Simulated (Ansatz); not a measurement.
# Worked example: the barrier

An elementary step of SiH$_{4}$ClOF, closed shell (SiH₃OF ([OH][SiH2][F]) + HCl → SiH₃ClO ([OH][SiH2][Cl]) + HF; bonds formed: Si1–Cl7, F2–H6; bonds broken: Si1–F2, H6–Cl7). “Start” is the structure reached by relaxing down from the saddle towards the reactants; PBE0-D4/def2-TZVP structures. The saddle:

```
8
angstrom
Si -0.4540 -0.3319 -0.0283
F 1.1851 -1.0857 0.7296
H -0.4104 -0.9221 -1.3758
H -1.1074 -1.2341 0.9397
O -1.3459 1.0068 0.2372
H 1.7302 -0.3270 0.2963
Cl 1.4401 1.0774 -0.6213
H -1.0375 1.8165 -0.1774
```

Computed with Ansatz 0.2.0 (basis: def2-TZVPP and def2-QZVPP); correlated methods freeze the cores.

Energies in eV:

| quantity | saddle | start |
| --- | --- | --- |
| Hartree–Fock, triple zeta (X = 3) | -25176.28157 | -25178.58354 |
| Hartree–Fock, quadruple zeta (X = 4) | -25177.11707 | -25179.43212 |
| MP2 correlation, X = 3 | -23.08924 | -22.42780 |
| MP2 correlation, X = 4 | -25.16639 | -24.46900 |
| CCSD(T) correlation, X = 3 | -24.74935 | -24.17167 |

Task: Work out the barrier at the basis limit: extrapolate Hartree–Fock as E(X) = E∞ + A exp(−7.88 √X) and the MP2 correlation as E(X) = E∞ + B X^−2.97 (the exponents that Neese and Valeev fitted for def2-TZVPP and QZVPP), then add CCSD(T) − MP2 in triple zeta.

Result: Each step is linear, so take the differences first (saddle − start): Hartree–Fock 2.30197 (X = 3) and 2.31505 (X = 4); MP2 correlation -0.66144 and -0.69739; CCSD(T) correlation -0.57768.
Two points give E∞ = E(4) + w [E(4) − E(3)], with w = 1/(exp(7.88 (2 − √3)) − 1) = 0.1377 for Hartree–Fock and w = 1/((4/3)^2.97 − 1) = 0.7407 for the correlation.
Hartree–Fock: 2.31505 + 0.1377 × 0.01308 = 2.3169 eV.
MP2 correlation: -0.69739 + 0.7407 × (-0.03595) = -0.7240 eV.
CCSD(T) − MP2: -0.57768 − (-0.66144) = 0.0838 eV.
Sum: 2.3169 + (-0.7240) + 0.0838 = 1.6767 eV, or 38.67 kcal/mol. Plain CCSD(T) in triple zeta gives 1.7243 eV, so the larger basis shifts the result by -0.0476 eV.

T1 diagnostic: at most 0.012.

Labels in which every atom is bracketed show which atoms are joined, not bond orders.

For scale, one of the runs: CCSD(T)/def2-TZVPP, 202 basis functions, launched by `ansatz run in.yaml --threads 4 --pin off --events-out ev --progress --plain --max-ram 9574MiB`. Time: 62 s of wall clock on 4 CPU threads of an Arm Neoverse V1; the host was shared. Peak host memory: 2.5 GiB.
